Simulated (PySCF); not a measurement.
C4H5NOSi.
Numbering: `[CH3:1][O:2][SiH2:3][C:4]#[C:5][C:6]#[N:7]` (hydrogens: H8, H9, H10 on C1; H11, H12 on Si3)

Jobs on this species (12 atoms, 58 electrons) with PySCF (density fitting). Hardware of each: one thread of an Arm Neoverse V1, shared host. Times come from a shared host and carry two figures at best. Peak memory is the resident size of the whole Python process, interpreter and libraries included.

| level and settings | work | basis functions | SCF cycles | wall time | peak memory |
| --- | --- | --- | --- | --- | --- |
| delta-SCF UKS SCAN, pcX-2 on the ionised atom, pcseg-1 elsewhere, non-relativistic | ΔSCF core ionisation, 8 holes | 169 | ? | ? | ? |
| delta-SCF UKS SCAN, def2-TZVP on the ionised atom, pcseg-1 elsewhere, spin-free X2C | ΔSCF core ionisation, 8 holes | 146 | 161 | 54 s | 0.59 GiB |
| delta-SCF UKS SCAN, pcX-2 on the ionised atom, pcseg-1 elsewhere, spin-free X2C | ΔSCF core ionisation, 8 holes | 169 | 166 | 59 s | 0.55 GiB |
| PBE0-D3(BJ)/def2-SVP, grid level 1 | geometry optimisation from a GFN2-xTB start shaken at random | 127 | 55 | 46 s | 0.52 GiB |
| delta-SCF UKS SCAN, pcX-1 on the ionised atom, pcseg-1 elsewhere, spin-free X2C | ΔSCF core ionisation, 8 holes | 149 | 161 | 48 s | 0.59 GiB |
| delta-SCF UKS B3LYP, pcX-2 on the ionised atom, pcseg-1 elsewhere, spin-free X2C | ΔSCF core ionisation, 8 holes | 169 | 143 | 84 s | 0.64 GiB |
| delta-SCF UKS PBE0, pcX-2 on the ionised atom, pcseg-1 elsewhere, spin-free X2C | ΔSCF core ionisation, 8 holes | 169 | 144 | 81 s | 0.68 GiB |
| delta-SCF UKS PBE, pcX-2 on the ionised atom, pcseg-1 elsewhere, spin-free X2C | ΔSCF core ionisation, 8 holes | 169 | 157 | 37 s | 0.59 GiB |

Q: Fill in the missing figures.

A: 
- delta-SCF UKS SCAN, pcX-2 on the ionised atom, pcseg-1 elsewhere, non-relativistic; ΔSCF core ionisation, 8 holes: 57 s, 0.68 GiB, 165 SCF cycles

Q: What do all jobs in the table cost together?

A: About 7.8 min; the longest takes about 18 % of that, and about 2.3 times as long as the shortest.
